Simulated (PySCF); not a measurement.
A GIAO shielding run with PySCF 2.14 (density fitting, non-relativistic, gas phase) on `InChI=1S/C6H14O2Si/c1-4-6(3)9(7,8)5-2/h4,6-8H,1,5H2,2-3H3/t6-/m0/s1`:

```
$ OMP_NUM_THREADS=1 python probes_run.py task.json out

{"job": {"kind": "nmr", "xc": "PBE0", "basis": "pcSseg-1"}, "charge": 0, "multiplicity": 1}
C     -2.940250     1.096930    -0.793102
C     -2.269603     0.581879     0.223943
C     -1.253423    -0.501394     0.114348
C     -1.331357    -1.455905     1.302473
Si     0.454815     0.349197    -0.039770
O      0.618257     1.126467     1.389881
O      0.455980     1.399450    -1.294644
C      1.904613    -0.827716    -0.394755
C      3.241766    -0.095441    -0.462782
H     -3.640341     1.905500    -0.667693
H     -2.828773     0.715060    -1.795799
H     -2.402139     0.983294     1.219339
H     -1.438741    -1.064964    -0.804509
H     -2.325685    -1.894908     1.376478
H     -0.607680    -2.260258     1.194457
H     -1.116704    -0.923338     2.225264
H      1.378148     1.678037     1.558854
H     -0.337467     1.888216    -1.503812
H      1.743843    -1.344446    -1.339683
H      1.962012    -1.596467     0.376185
H      3.202647     0.684921    -1.217713
H      3.478024     0.365559     0.494054
H      4.047305    -0.782688    -0.715986
```

Hardware: 1 thread of an AMD EPYC, shared host. The job also computes population analyses, field gradients.

Task: How large is the calculation?

Result: 80 electrons, 230 basis functions and 1213 auxiliary functions.

Task: How long does it take, and how much memory does it need?

Result: 110 s of wall time, with 13 SCF cycles and 4 response iterations; peak memory 1.1 GiB. Times on a shared host scatter by some tens of per cent.
